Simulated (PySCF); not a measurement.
A homologous series of growing length: n-germane amino/formyl. All species are isolated molecules in the gas phase. One relaxed conformer stands for each flexible species; it need not be the lowest. Strings in code marks are SMILES.

All values below come from PBE-D3(BJ)/def2-TZVP // PBE0-D4/def2-SVP (PySCF). All candidates: neutral, multiplicity 1. Excitations are Tamm–Dancoff values on a coarser integration grid. The basis has no diffuse functions, so Rydberg states are missing or too high.

```
Quantity                                       Result
-------------------------------------------  --------
HOMO                                         -5.56 eV
brightest of the four lowest singlets (TDA)   4.80 eV
HOMO–LUMO gap                                 2.88 eV
```

Task: Name which member has these values.
(A) `[NH2][GeH2][GeH2][GeH2][GeH2][CH]=O`
(B) `[NH2][GeH2][GeH2][GeH2][CH]=O`
(C) `[NH2][GeH2][GeH2][GeH2][GeH2][GeH2][CH]=O`
(D) `[NH2][GeH2][GeH2][CH]=O`

Result: B, `[NH2][GeH2][GeH2][GeH2][CH]=O`. The others give `[NH2][GeH2][GeH2][GeH2][GeH2][CH]=O`: -5.44 eV, 3.07 eV, 2.75 eV; `[NH2][GeH2][GeH2][CH]=O`: -5.56 eV, 4.99 eV, 2.89 eV; `[NH2][GeH2][GeH2][GeH2][GeH2][GeH2][CH]=O`: -5.46 eV, 4.55 eV, 2.75 eV
